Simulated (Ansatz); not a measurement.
Total energies of AlF3 from Ansatz at PBE-QIDH/def2-TZVP, gas phase (1 Eh = 27.2114 eV = 2625.5 kJ/mol). The reference geometry is relaxed at PBE-D4/def2-TZVP.

```csv
state,geometry,energy (Eh)
charge 0 singlet,reference,-541.81676
charge 1 doublet,reference,-541.24200
free Al atom (doublet),–,-242.15524
free F atom (doublet),–,-99.66615
```

Correlated methods freeze 8 core orbitals.

Question: Work out the vertical ionisation energy to the doublet.

Answer: E(charge 1 doublet) − E(charge 0 singlet) = -541.24200 − (-541.81676) = 0.57476 Eh = 15.64 eV.

Question: What is the binding energy per atom against free atoms?

Answer: Atoms: 1 × (-242.15524) + 3 × (-99.66615) = -541.15369 Eh. Binding: -541.15369 − (-541.81676) = 0.66307 Eh = 18.04 eV, or 4.51 eV for each of 4 atoms (no zero-point energy, no counterpoise term).
